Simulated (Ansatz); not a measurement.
Stepwise reaction of `BO` with methanol, as a gas-phase model of exchange steps in deposition or etching. ΔE in kJ/mol.

Isolated molecules relaxed with PBE0-D4/def2-TZVP in Ansatz; ΔE leaves out vibrations. CBS: MP2 limit from def2 TZ/QZ plus the TZ coupled-cluster correction, frozen cores. This one scheme is used for every species. DFT in def2-TZVPP. B3LYP here is the variant with VWN-RPA as its local correlation; programs differ in this. One conformer a species, not always the lowest.

| step | reaction | PBE-D4 | B3LYP-D4 | ωB97M-V | CCSD(T)/CBS |
| --- | --- | --- | --- | --- | --- |
| 2 | `COBO` + CH₃OH → `COB(O)OC` + H₂ | -97.2 | -103.5 | -103.6 | -102.6 |

Give the row of step 1, `BO` + CH₃OH → `COBO` + H₂. (Best estimate.)

Computed: 
```
step                    reaction  PBE-D4  B3LYP-D4  ωB97M-V  CCSD(T)/CBS
   1  `BO` + CH₃OH → `COBO` + H₂  -124.6    -125.6   -124.8       -122.7
```

By hand: ΔE of the 2 steps together at CCSD(T)/CBS.

(-122.7) + (-102.6) = -225.3 kJ/mol, or -112.7 kJ/mol a step.

In ΔE each step is higher than the one before. All are downhill at CCSD(T)/CBS. PBE-D4 differs from CCSD(T)/CBS by -1.9 to 5.4 kJ/mol a step. Isolated molecules leave out the surface, adducts and barriers. Largest T1 diagnostic: 0.014.
